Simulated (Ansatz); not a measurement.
A short molecular-dynamics run on C3H9Cl2MoNO2 (`C[N]=[Mo]([Cl])([Cl])([O]C)[O]C`).

```yaml
crystal:
  periodic: [false, false, false]
  atoms:
    - {symbol: C, position_ang: [2.288036, 0.017499, -1.870895]}
    - {symbol: N, position_ang: [1.128391, -0.245776, -1.111312]}
    - {symbol: Mo, position_ang: [-0.417092, -0.259922, -0.440097]}
    - {symbol: Cl, position_ang: [-1.842197, -1.634372, -1.668990]}
    - {symbol: Cl, position_ang: [-1.184216, 1.473870, -1.860773]}
    - {symbol: O, position_ang: [-0.577011, 0.991913, 0.920046]}
    - {symbol: C, position_ang: [-0.274704, 2.340712, 1.128111]}
    - {symbol: O, position_ang: [-0.282505, -1.674866, 0.778934]}
    - {symbol: C, position_ang: [-1.306971, -2.224691, 1.557401]}
    - {symbol: H, position_ang: [2.068300, 0.824094, -2.579836]}
    - {symbol: H, position_ang: [3.109091, 0.326357, -1.217915]}
    - {symbol: H, position_ang: [2.585998, -0.876826, -2.424967]}
    - {symbol: H, position_ang: [-0.672643, 2.935340, 0.298624]}
    - {symbol: H, position_ang: [-0.735861, 2.660611, 2.065429]}
    - {symbol: H, position_ang: [0.808033, 2.487285, 1.189077]}
    - {symbol: H, position_ang: [-1.827138, -1.448699, 2.132490]}
    - {symbol: H, position_ang: [-0.872502, -2.951183, 2.247798]}
    - {symbol: H, position_ang: [-2.032408, -2.730149, 0.908478]}
basis:
  gaussian: {orbitals: def2-SVP}
hamiltonian: {xc: {name: PBE}}
md: {timestep: 1 fs, n_steps: 30, ensemble: nvt_langevin, temperature: 300, initial_velocities: maxwell_boltzmann, friction: 0.01, seed: 454}
```

```sh
$ ansatz run in.yaml --threads 4 --pin off --events-out ev --progress --plain --max-ram 66560MiB --backend cuda --devices 0, --max-vram 37GiB
```

```csv
step,time (fs),potential energy (eV),kinetic (eV),T (K),conserved (eV)
0,0.0,-35713.5240,0.6592,283,–
1,1.0,-35713.4676,0.5865,252,–
2,2.0,-35713.3872,0.5314,228,–
3,3.0,-35713.3412,0.4832,208,–
4,4.0,-35713.3113,0.4859,209,–
5,5.0,-35713.2835,0.4560,196,–
6,6.0,-35713.2700,0.4161,179,–
7,7.0,-35713.2798,0.4515,194,–
8,8.0,-35713.2899,0.3998,172,–
9,9.0,-35713.3004,0.4054,174,–
10,10.0,-35713.3388,0.4644,200,–
11,11.0,-35713.3856,0.5000,215,–
12,12.0,-35713.3975,0.5089,219,–
13,13.0,-35713.3885,0.5350,230,–
14,14.0,-35713.3858,0.5538,238,–
15,15.0,-35713.3818,0.5207,224,–
16,16.0,-35713.3581,0.5062,218,–
17,17.0,-35713.3221,0.4356,187,–
18,18.0,-35713.2967,0.4387,189,–
19,19.0,-35713.2921,0.4439,191,–
20,20.0,-35713.3064,0.4725,203,–
21,21.0,-35713.3331,0.4706,202,–
22,22.0,-35713.3515,0.4880,210,–
23,23.0,-35713.3400,0.4682,201,–
24,24.0,-35713.3131,0.4458,192,–
25,25.0,-35713.3075,0.4251,183,–
26,26.0,-35713.3136,0.3879,167,–
27,27.0,-35713.3045,0.4098,176,–
28,28.0,-35713.2687,0.3708,159,–
29,29.0,-35713.2333,0.3628,156,–
30,30.0,-35713.2092,0.3622,156,–
```

Velocities are drawn at the set temperature; a run this short doesn't reach equilibrium.

Frames (Å, forces in eV/Å):

```xyz
18
time=0.0 fs
C     2.288    0.017   -1.871   -0.339   -0.086    0.235
N     1.128   -0.246   -1.111    1.131   -0.041   -0.395
Mo   -0.417   -0.260   -0.440   -1.001    0.018   -0.122
Cl   -1.842   -1.634   -1.669   -0.308   -0.342   -0.248
Cl   -1.184    1.474   -1.861   -0.099    0.329   -0.210
O    -0.577    0.992    0.920   -0.096    0.222    0.446
C    -0.275    2.341    1.128   -0.068   -0.339    0.082
O    -0.283   -1.675    0.779    0.250   -0.385    0.299
C    -1.307   -2.225    1.557    0.307    0.087   -0.098
H     2.068    0.824   -2.580   -0.065    0.430   -0.404
H     3.109    0.326   -1.218    0.482    0.169    0.301
H     2.586   -0.877   -2.425    0.209   -0.455   -0.324
H    -0.673    2.935    0.299   -0.219    0.344   -0.481
H    -0.736    2.661    2.065   -0.233    0.235    0.506
H     0.808    2.487    1.189    0.583    0.128    0.042
H    -1.827   -1.449    2.132   -0.304    0.388    0.320
H    -0.873   -2.951    2.248    0.182   -0.422    0.402
H    -2.032   -2.730    0.908   -0.412   -0.276   -0.349
18
time=3.0 fs
C     2.269    0.023   -1.877    1.059   -1.772   -0.492
N     1.122   -0.234   -1.115    1.084   -0.075   -0.488
Mo   -0.417   -0.265   -0.441   -1.229    0.206    0.212
Cl   -1.836   -1.627   -1.674   -0.358   -0.423   -0.306
Cl   -1.195    1.473   -1.862   -0.088    0.319   -0.138
O    -0.564    0.991    0.922   -0.043    0.216    0.594
C    -0.271    2.345    1.145    0.038   -0.066   -1.583
O    -0.279   -1.692    0.775    0.268    0.119    0.021
C    -1.309   -2.205    1.560   -0.165   -0.224   -0.164
H     2.080    0.864   -2.576    0.082    0.032   -0.101
H     3.119    0.254   -1.177   -0.169    0.043   -0.453
H     2.556   -0.966   -2.476   -0.376    1.727    0.809
H    -0.767    2.920    0.287    0.657   -0.166    0.690
H    -0.675    2.657    2.090   -0.678    0.322    1.078
H     0.829    2.498    1.203   -0.016    0.144   -0.313
H    -1.754   -1.464    2.254   -0.305    0.349   -0.260
H    -0.857   -2.942    2.202    0.336   -1.034    0.722
H    -2.061   -2.720    0.910   -0.097    0.283    0.170
18
time=6.0 fs
C     2.260    0.014   -1.886    1.197   -0.767   -0.490
N     1.122   -0.227   -1.127    0.259   -0.215   -0.211
Mo   -0.417   -0.270   -0.441   -0.881    0.519    0.163
Cl   -1.828   -1.622   -1.681   -0.401   -0.484   -0.337
Cl   -1.207    1.473   -1.863   -0.076    0.293   -0.069
O    -0.552    0.990    0.926   -0.084    0.227    0.673
C    -0.271    2.347    1.158   -0.110    0.342    0.237
O    -0.272   -1.704    0.770    0.087    0.241    0.153
C    -1.308   -2.189    1.562    0.221   -1.465    1.677
H     2.103    0.896   -2.578    0.194   -0.454    0.332
H     3.099    0.185   -1.152   -0.068    0.195   -0.618
H     2.524   -0.944   -2.479   -0.211    1.137    0.395
H    -0.814    2.907    0.323    0.743   -0.006    0.582
H    -0.665    2.691    2.174    0.103   -0.446   -0.812
H     0.853    2.500    1.192   -0.700    0.170   -0.348
H    -1.707   -1.455    2.364    0.163   -0.359   -1.258
H    -0.826   -3.015    2.209   -0.715    0.538   -0.629
H    -2.107   -2.669    0.908    0.280    0.534    0.560
18
time=9.0 fs
C     2.258    0.005   -1.895    0.511    1.066    0.633
N     1.127   -0.220   -1.142   -0.858   -0.376    0.293
Mo   -0.417   -0.275   -0.442   -0.252    0.791    0.049
Cl   -1.821   -1.618   -1.690   -0.433   -0.520   -0.341
Cl   -1.218    1.472   -1.864   -0.070    0.259   -0.001
O    -0.541    0.989    0.934   -0.192    0.185    0.578
C    -0.276    2.354    1.170    0.144   -0.388    1.274
O    -0.261   -1.713    0.765   -0.059    0.231    0.240
C    -1.305   -2.184    1.575    1.029   -1.419    1.354
H     2.154    0.891   -2.547   -0.022    0.230   -0.117
H     3.070    0.137   -1.172    0.764    0.350    0.071
H     2.494   -0.855   -2.470    0.406   -1.436   -1.205
H    -0.811    2.909    0.400   -0.020    0.642   -0.620
H    -0.662    2.709    2.192    0.214   -0.635   -0.847
H     0.830    2.507    1.170   -0.214    0.278   -0.226
H    -1.643   -1.471    2.380   -0.052    0.152   -0.694
H    -0.837   -3.042    2.178   -0.719    0.475   -0.557
H    -2.131   -2.579    0.944   -0.179    0.115    0.118
18
time=12.0 fs
C     2.258    0.003   -1.899    1.407   -0.447   -0.442
N     1.129   -0.217   -1.162   -1.561   -0.430    0.702
Mo   -0.418   -0.279   -0.441    0.315    1.026   -0.053
Cl   -1.814   -1.618   -1.699   -0.437   -0.523   -0.311
Cl   -1.224    1.471   -1.867   -0.068    0.227    0.088
O    -0.533    0.991    0.947   -0.274    0.032    0.301
C    -0.284    2.358    1.191    0.062   -0.550   -0.965
O    -0.246   -1.717    0.763   -0.304   -0.002    0.363
C    -1.299   -2.188    1.595    0.943   -0.226   -0.865
H     2.219    0.904   -2.521   -0.242    0.534   -0.338
H     3.086    0.114   -1.189    0.703    0.155    0.166
H     2.499   -0.870   -2.543   -0.025   -0.024   -0.125
H    -0.810    2.950    0.411    0.100    0.111   -0.105
H    -0.636    2.679    2.168   -0.397   -0.067    0.781
H     0.799    2.526    1.142    0.425    0.306   -0.093
H    -1.588   -1.465    2.342   -0.308    0.984    0.672
H    -0.900   -3.051    2.104    0.164   -0.973    0.595
H    -2.165   -2.484    0.997   -0.503   -0.135   -0.372
18
time=15.0 fs
C     2.266   -0.004   -1.903    2.308   -0.337   -1.584
N     1.124   -0.216   -1.184   -1.305   -0.330    0.751
Mo   -0.420   -0.279   -0.439    0.567    1.067   -0.224
Cl   -1.809   -1.620   -1.707   -0.410   -0.485   -0.242
Cl   -1.229    1.472   -1.872   -0.058    0.189    0.197
O    -0.526    0.990    0.964   -0.263   -0.006   -0.051
C    -0.294    2.359    1.206   -0.046    0.056   -1.060
O    -0.235   -1.721    0.763   -0.489   -0.305    0.461
C    -1.287   -2.193    1.610   -0.006    0.245   -0.905
H     2.286    0.949   -2.524   -0.452   -0.475    0.314
H     3.144    0.113   -1.203   -0.221   -0.228   -0.308
H     2.495   -0.890   -2.639   -0.298    1.136    1.007
H    -0.796    2.996    0.407    0.059   -0.480    0.547
H    -0.636    2.635    2.217   -0.161    0.021    0.154
H     0.786    2.566    1.104    0.314    0.107    0.175
H    -1.554   -1.398    2.331    0.110   -0.019    0.432
H    -0.950   -3.133    2.076   -0.020   -0.074    0.339
H    -2.225   -2.391    1.020    0.371   -0.080   -0.002
18
time=18.0 fs
C     2.291   -0.009   -1.921    0.846    0.641   -0.822
N     1.112   -0.217   -1.200   -0.146   -0.151    0.418
Mo   -0.422   -0.277   -0.439    0.566    0.971   -0.273
Cl   -1.806   -1.619   -1.718   -0.371   -0.441   -0.171
Cl   -1.234    1.473   -1.876   -0.060    0.176    0.268
O    -0.522    0.989    0.977   -0.176    0.011   -0.355
C    -0.302    2.361    1.215    0.742    0.056    0.483
O    -0.229   -1.726    0.766   -0.579   -0.488    0.461
C    -1.279   -2.198    1.617   -0.298    0.158    0.207
H     2.313    0.967   -2.514   -0.482   -0.556    0.387
H     3.185    0.086   -1.253   -0.205   -0.308    0.007
H     2.459   -0.829   -2.668    0.004    0.130    0.301
H    -0.780    3.010    0.445   -0.476   -0.212    0.077
H    -0.659    2.595    2.275    0.331    0.007   -0.988
H     0.800    2.611    1.087   -0.521   -0.243    0.450
H    -1.505   -1.343    2.364    0.358   -1.269   -0.286
H    -1.005   -3.237    2.067   -0.229    1.578   -0.296
H    -2.254   -2.327    1.041    0.695   -0.061    0.133
18
time=21.0 fs
C     2.323   -0.011   -1.945   -1.117    1.227    1.217
N     1.101   -0.216   -1.214    0.892   -0.098    0.150
Mo   -0.422   -0.273   -0.439    0.522    0.702   -0.158
Cl   -1.803   -1.619   -1.731   -0.337   -0.395   -0.108
Cl   -1.236    1.477   -1.877   -0.075    0.179    0.308
O    -0.521    0.988    0.986   -0.051   -0.122   -0.608
C    -0.297    2.361    1.222    0.538   -0.307    0.357
O    -0.228   -1.734    0.771   -0.325   -0.329    0.095
C    -1.274   -2.202    1.623    0.125    0.847   -0.067
H     2.310    0.960   -2.466   -0.296    0.376   -0.179
H     3.204    0.036   -1.292    0.248   -0.292    0.421
H     2.418   -0.763   -2.683    0.327   -1.467   -1.233
H    -0.811    3.007    0.484   -0.458   -0.079   -0.117
H    -0.653    2.546    2.268    0.208    0.325   -0.376
H     0.793    2.624    1.103   -0.325   -0.228    0.334
H    -1.420   -1.376    2.384    0.005   -0.861    0.095
H    -1.078   -3.228    2.029    0.322    0.532    0.134
H    -2.226   -2.282    1.065   -0.202   -0.008   -0.265
18
time=24.0 fs
C     2.350   -0.006   -1.962   -1.634   -0.761    0.357
N     1.095   -0.217   -1.230    1.434   -0.181    0.033
Mo   -0.420   -0.268   -0.441    0.433    0.340   -0.109
Cl   -1.800   -1.623   -1.742   -0.272   -0.308   -0.029
Cl   -1.239    1.483   -1.875   -0.073    0.157    0.337
O    -0.525    0.985    0.989    0.113   -0.127   -0.705
C    -0.288    2.360    1.228   -0.422   -0.472   -0.885
O    -0.228   -1.747    0.774    0.020    0.048   -0.156
C    -1.268   -2.201    1.629   -0.012    1.333   -1.488
H     2.279    0.983   -2.423    0.065    0.539   -0.353
H     3.222   -0.028   -1.280   -0.021   -0.173    0.035
H     2.409   -0.789   -2.769    0.192    0.323    0.399
H    -0.870    3.006    0.513    0.151   -0.346    0.148
H    -0.640    2.517    2.236   -0.217    0.577    1.010
H     0.779    2.617    1.140    0.329   -0.003    0.009
H    -1.354   -1.476    2.428   -0.296    0.498    0.922
H    -1.123   -3.184    2.005    0.752   -1.527    0.613
H    -2.205   -2.241    1.055   -0.544    0.084   -0.138
18
time=27.0 fs
C     2.359   -0.002   -1.974   -1.299   -0.693    0.104
N     1.097   -0.219   -1.243    1.342   -0.310    0.090
Mo   -0.418   -0.264   -0.442    0.544    0.076   -0.275
Cl   -1.796   -1.629   -1.752   -0.197   -0.208    0.050
Cl   -1.240    1.490   -1.870   -0.069    0.135    0.339
O    -0.527    0.982    0.987    0.213   -0.027   -0.587
C    -0.285    2.355    1.233   -1.215   -0.268    0.348
O    -0.226   -1.758    0.775    0.075    0.457   -0.113
C    -1.264   -2.193    1.623   -0.252   -0.425   -0.050
H     2.244    1.031   -2.407    0.501   -0.387    0.097
H     3.247   -0.116   -1.264   -0.748    0.237   -0.662
H     2.422   -0.779   -2.830    0.023    0.906    0.995
H    -0.922    2.992    0.548    0.521   -0.339    0.132
H    -0.644    2.525    2.275    0.156    0.244   -0.070
H     0.783    2.611    1.176    0.314    0.074   -0.205
H    -1.332   -1.556    2.537   -0.148    0.244   -0.200
H    -1.109   -3.235    2.016    0.246    0.260   -0.409
H    -2.219   -2.196    1.036   -0.007    0.026    0.416
18
time=30.0 fs
C     2.354   -0.006   -1.987   -1.358    0.808    1.438
N     1.110   -0.220   -1.255    0.272   -0.501    0.576
Mo   -0.417   -0.262   -0.444    1.123   -0.055   -0.743
Cl   -1.794   -1.635   -1.762   -0.122   -0.113    0.129
Cl   -1.239    1.498   -1.865   -0.069    0.101    0.331
O    -0.530    0.981    0.979    0.270    0.069   -0.269
C    -0.289    2.348    1.245   -0.542   -0.189    1.213
O    -0.221   -1.764    0.775   -0.079    0.717    0.004
C    -1.259   -2.187    1.619   -0.283   -1.044    1.390
H     2.233    1.041   -2.386    0.677   -0.380    0.122
H     3.228   -0.184   -1.297   -0.372    0.484   -0.330
H     2.435   -0.706   -2.805   -0.051   -0.664   -0.832
H    -0.944    2.961    0.588    0.328    0.103   -0.297
H    -0.645    2.556    2.308    0.324   -0.163   -0.668
H     0.798    2.621    1.199   -0.377   -0.098   -0.282
H    -1.332   -1.617    2.636    0.135   -0.141   -1.452
H    -1.084   -3.277    1.994   -0.131    1.150   -0.807
H    -2.240   -2.145    1.061    0.255   -0.087    0.478
```

Run time 2 min (4 threads of an AMD EPYC 7R13 on a shared host and a share of an NVIDIA H100 80 GB); peak host memory 1.2 GiB.
